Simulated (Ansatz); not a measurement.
Ansatz (a program for electronic structure) input (PBE/def2-TZVPD):

Ansatz 0.2 input:
```yaml
crystal:
  periodic: [false, false, false]
  atoms:
    - {symbol: Ge, position_ang: [-1.53117805, 0.02506855, 0.01660483]}
    - {symbol: C, position_ang: [0.37952910, 0.00685194, -0.04675197]}
    - {symbol: C, position_ang: [1.16632964, 0.31805969, -1.11286353]}
    - {symbol: C, position_ang: [2.63056376, 0.21284357, -0.86362561]}
    - {symbol: C, position_ang: [2.66665365, -0.18762419, 0.44087480]}
    - {symbol: C, position_ang: [1.30239933, -0.35928442, 1.08872336]}
    - {symbol: H, position_ang: [-2.12430030, 0.45582165, -1.35092305]}
    - {symbol: H, position_ang: [-2.19511066, -1.34731183, 0.35274277]}
    - {symbol: H, position_ang: [-2.14894725, 0.99656763, 1.07101171]}
    - {symbol: H, position_ang: [0.74964345, 0.62066300, -2.07354831]}
    - {symbol: H, position_ang: [3.56685080, -0.38394215, 1.02365017]}
    - {symbol: H, position_ang: [1.12180631, -1.38473845, 1.44630943]}
    - {symbol: H, position_ang: [1.15490240, 0.29566700, 1.96126042]}
basis:
  gaussian:
    orbitals: def2-TZVPD
hamiltonian:
  xc: {name: PBE}
total_charge: -1
output: {forces: true}
```

Output:

```
Functional definition: PBE
integrals: 0.31 GiB planned
1600 factors; their error is unknown
0.51 GiB of the device are held for the grids
1.87 GiB of device memory are held for the factors and their scratch space
mean field: 1.92 GiB planned
mean field evaluation 1: about -61789.4914 eV, gradient 6.9e1 eV
mean field evaluation 2: about -61507.1612 eV, gradient 2.4e2 eV
mean field evaluation 4: about -61798.1583 eV, gradient 3.5e1 eV
mean field evaluation 8: about -61801.1874 eV, gradient 8.2e-1 eV
mean field evaluation 16: about -61801.1544 eV, gradient 3.6e-3 eV
mean field -61801.15437598 eV, -2271.1505329902 hartree, gradient 2.3e-5 eV, S^2 0.000000; 0 other end points of the search recorded, 0 dependent functions left out
the calculation of the forces begins
reference -61801.15443899 eV, -2271.1505353059 hartree; 35, 35 occupied and 267, 267 virtual orbitals, 1600 factors
Total energy: -61801.15443899 eV, -2271.1505353059 hartree
Atom 0 at    -1.531178     0.025069     0.016605 Å, force     0.017498    -0.016453     0.052566 eV/Å
Atom 1 at     0.379529     0.006852    -0.046752 Å, force    -0.145726    -0.098960     0.332296 eV/Å
Atom 2 at     1.166330     0.318060    -1.112864 Å, force     0.425770     0.073292    -0.266535 eV/Å
Atom 3 at     2.630564     0.212844    -0.863626 Å, force    -0.159726     0.088894    -0.279816 eV/Å
Atom 4 at     2.666654    -0.187624     0.440875 Å, force    -0.079351    -0.068204     0.227665 eV/Å
Atom 5 at     1.302399    -0.359284     1.088723 Å, force     0.067992     0.080896    -0.268351 eV/Å
Atom 6 at    -2.124300     0.455822    -1.350923 Å, force    -0.048253     0.039902    -0.127107 eV/Å
Atom 7 at    -2.195111    -1.347312     0.352743 Å, force    -0.079743    -0.127822     0.022661 eV/Å
Atom 8 at    -2.148947     0.996568     1.071012 Å, force    -0.075336     0.095972     0.091242 eV/Å
Atom 9 at     0.749643     0.620663    -2.073548 Å, force    -0.105881     0.085185    -0.271174 eV/Å
Atom 10 at     3.566851    -0.383942     1.023650 Å, force     0.247653    -0.055107     0.163909 eV/Å
Atom 11 at     1.121806    -1.384738     1.446309 Å, force    -0.036419    -0.250345     0.099558 eV/Å
Atom 12 at     1.154902     0.295667     1.961260 Å, force    -0.028479     0.152751     0.223085 eV/Å
Dipole moment:    -1.667765    -0.163104     0.639435 e Å
```

It need not be the lowest isomer of its formula. Whether it binds its extra electron was not tested at this geometry.
